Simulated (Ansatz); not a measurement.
```xyz
9

C     1.0946    1.0463    0.4401
C     0.1383    0.6441   -0.3879
Ge   -0.8370   -1.0140   -0.1515
H     1.3884    0.4618    1.3076
H     1.6294    1.9803    0.2895
H    -0.1145    1.2705   -1.2408
H    -2.3427   -0.7383    0.0089
H    -0.3064   -1.7197    1.1074
H    -0.6501   -1.9311   -1.3734
```

The species carries charge 0 and has multiplicity 1.

Question: List the ωB97M-V/def2-TZVPP orbital energies in eV (Ansatz 0.2.0). (An estimate is asked.)

Answer: Computed: Occupied: -10866.28, -1362.14, -1209.86, -1209.86, -1209.85, -281.66, -281.58, -173.92, -123.16, -123.16, -123.14, -35.97, -35.96, -35.96, -35.89, -35.89, -24.22, -19.26, -17.56, -15.33, -13.85, -12.06, -11.72, -10.99, -10.17. Lowest empty: 1.82, 2.83, 3.24, 3.43, 3.80, 3.80, 4.17, 5.47.
